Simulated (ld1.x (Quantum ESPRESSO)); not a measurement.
# Which setting gave this result? (Ti, TM semilocal)

Base potential:

```json
{
  "Element": "Ti",
  "Generator": "ld1.x (Quantum ESPRESSO) 7.5",
  "Type": "norm-conserving Troullier–Martins (semilocal form)",
  "Functional": "PW91",
  "Relativity": "scalar-relativistic",
  "Frozen core": "[Ar]",
  "Valence charge": "4",
  "Reference configuration": "3d2 4s1 4p1",
  "Partial waves": "4s (bound): rc 2.00 bohr; 4p (bound): rc 3.40 bohr; 3d (bound): rc 1.50 bohr",
  "Local potential": "the d channel",
  "Core correction": "a·sin(br)/r model core inside 1.40 bohr"
}
```

Cutoffs, loose and tight: the cutoffs (Ry, on a coarse ladder) from which the occupation-weighted sum of valence levels, in a spherical-Bessel basis at the reference potential, stays within 10 and 1 mRy of its value at 400 Ry. They do not see the model core or the augmentation charge, which bear on the density cutoff. Test errors are all-electron minus pseudo excitation energies from the reference, over the configurations 3d2 4s2 4p0; 3d2 4s1 4p0; 3d2 4s0 4p0; 3d2.5 4s1.5 4p0; 3d1 4s2 4p1; 3d1 4s0 4p0; 3d2 4s0 4p1; variants that change the core or the reference have their own tests. The largest error is taken over the tests solved by every variant that gives reliable tests at all, those not shown here included: 3d1 4s0 4p0; 3d2 4s0 4p0; 3d2 4s0 4p1; 3d2 4s1 4p0; 3d2 4s2 4p0; 3d2.5 4s1.5 4p0.

Only the scale of all radii but the core radius (base = 1) is moved:

| scale of all radii but the core radius (base = 1) | cutoff, loose | cutoff, tight | bound ghosts | largest test error (meV) |
| --- | --- | --- | --- | --- |
| 0.75 | 120 Ry | 160 Ry | s | no test is counted, since the test run did not reproduce the reference configuration |
| 0.95 | 90 Ry | 100 Ry | none | -487 |
| 1.06 | 70 Ry | 90 Ry | none | -422 |
| 1.19 | 60 Ry | 70 Ry | none | -388 |
| 1.27 | 55 Ry | 70 Ry | none | -374 |
| 1.38 | 50 Ry | 55 Ry | none | -361 |

**Question.** One more run gave cutoff, loose: 100 Ry; cutoff, tight: 120 Ry; bound ghosts: none; largest test error (meV): -535. Which value of the scale of all radii but the core radius (base = 1) was used?

**Answer.** 0.87. The loose cutoff moves one way along this sweep, from 120 Ry at 0.75 to 50 Ry at 1.38, which places the run between 0.75 and 0.95.
